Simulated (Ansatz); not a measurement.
Ansatz (a quantum-chemistry and plane-wave program) input (B3LYP/def2-SVP):

Ansatz 0.2 input:
```yaml
crystal:
  periodic: [false, false, false]
  atoms:
    - {symbol: C, position_ang: [-1.54239160, 0.14966775, -0.06167306]}
    - {symbol: C, position_ang: [-0.21272039, -0.48333741, -0.22325539]}
    - {symbol: C, position_ang: [0.97966684, 0.23859983, -0.65101960]}
    - {symbol: O, position_ang: [0.89446574, -0.05956607, 0.82943703]}
    - {symbol: H, position_ang: [-2.08877611, -0.28467441, 0.77538915]}
    - {symbol: H, position_ang: [-2.11210549, -0.07007489, -0.97071802]}
    - {symbol: H, position_ang: [-1.48426528, 1.23432464, 0.03979722]}
    - {symbol: H, position_ang: [-0.16506973, -1.56499507, -0.25622852]}
    - {symbol: H, position_ang: [0.91132549, 1.29676390, -0.87149703]}
    - {symbol: H, position_ang: [1.82265005, -0.29118867, -1.07286526]}
    - {symbol: H, position_ang: [0.61318598, 0.72679204, 1.33631456]}
basis:
  gaussian:
    orbitals: def2-SVP
hamiltonian:
  xc: {name: B3LYP}
total_charge: 1
output: {forces: true}
```

Output:

```
Functional definition: B3LYP
integrals: 0.04 GiB planned
926 factors; integrals over basis functions are off by at most 1.6e-3 eV
mean field: 0.30 GiB planned
mean field evaluation 1: about -5249.0887 eV, gradient 6.8e1 eV
mean field evaluation 2: about -5245.2408 eV, gradient 8.2e1 eV
mean field evaluation 4: about -5259.3906 eV, gradient 3.7e0 eV
mean field evaluation 8: about -5259.4153 eV, gradient 2.5e-1 eV
mean field -5259.41545589 eV, -193.2799530442 hartree, gradient 4.1e-5 eV, S^2 0.000000; 0 other end points of the search recorded, 0 dependent functions left out
the calculation of the forces begins
reference -5259.41567250 eV, -193.2799610044 hartree; 16, 16 occupied and 75, 75 virtual orbitals, 926 factors
Total energy: -5259.41567250 eV, -193.2799610044 hartree
Atom 0 at    -1.542392     0.149668    -0.061673 Å, force     0.182993    -0.061664    -0.000416 eV/Å
Atom 1 at    -0.212720    -0.483337    -0.223255 Å, force     0.070924     0.275761     0.158915 eV/Å
Atom 2 at     0.979667     0.238600    -0.651020 Å, force    -0.112288    -0.158757     0.371749 eV/Å
Atom 3 at     0.894466    -0.059566     0.829437 Å, force    -0.073470    -0.116302    -0.380808 eV/Å
Atom 4 at    -2.088776    -0.284674     0.775389 Å, force    -0.195836    -0.148174     0.263431 eV/Å
Atom 5 at    -2.112105    -0.070075    -0.970718 Å, force    -0.187618    -0.069747    -0.268887 eV/Å
Atom 6 at    -1.484265     1.234325     0.039797 Å, force    -0.004641     0.341625     0.025207 eV/Å
Atom 7 at    -0.165070    -1.564995    -0.256229 Å, force     0.005463    -0.438601    -0.028290 eV/Å
Atom 8 at     0.911325     1.296764    -0.871497 Å, force    -0.004582     0.426199    -0.101663 eV/Å
Atom 9 at     1.822650    -0.291189    -1.072865 Å, force     0.341832    -0.209434    -0.196842 eV/Å
Atom 10 at     0.613186     0.726792     1.336315 Å, force    -0.022777     0.159094     0.157604 eV/Å
Dipole moment:     0.045023     0.224484    -0.068550 e Å
```

The dipole moment of an ion depends on the origin.

The geometry given is a B3LYP-D3(BJ)/def2-TZVP minimum.
